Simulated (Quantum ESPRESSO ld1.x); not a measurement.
Question: I III, configuration [Kr] 4d10 5s2 5p2.75 6s0.25 (fractional occupations, a model configuration). Method: Dirac Kohn-Sham, revPBE, spin-unpolarised, spherical densities, point nucleus; open shells fill j = l - 1/2 first; computed with ld1.x of Quantum ESPRESSO 7.5.

Spin-orbit splittings of the eigenvalues, e(l+1/2) - e(l-1/2), with zeta = 2 splitting/(2l+1) and mean radii in bohr:

| shell | occ. | splitting (eV) | zeta (eV) | <r> j=l-1/2 | <r> j=l+1/2 |
|---|---|---|---|---|---|
| 2p | 6 | 298.7 | 199.1 | 0.09847 | 0.1042 |
| 3p | 6 | 56.22 | 37.48 | 0.3040 | 0.3155 |
| 3d | 10 | 11.82 | 4.729 | 0.2864 | 0.2901 |
| 4p | 6 | 10.94 | 7.293 | 0.7725 | 0.8005 |
| 4d | 10 | 1.720 | 0.6879 | 0.9117 | 0.9228 |
| 5p | 2.75 | 1.308 | 0.8723 | 2.142 | 2.220 |
| 5d | 0 | 0.1145 | 0.04579 | 3.292 | 3.326 |
| 6p | 0 | ? | ? | 5.187 | 5.322 |

Estimate the 6p splitting.

Answer: 0.2427 eV (zeta = 0.1618 eV).
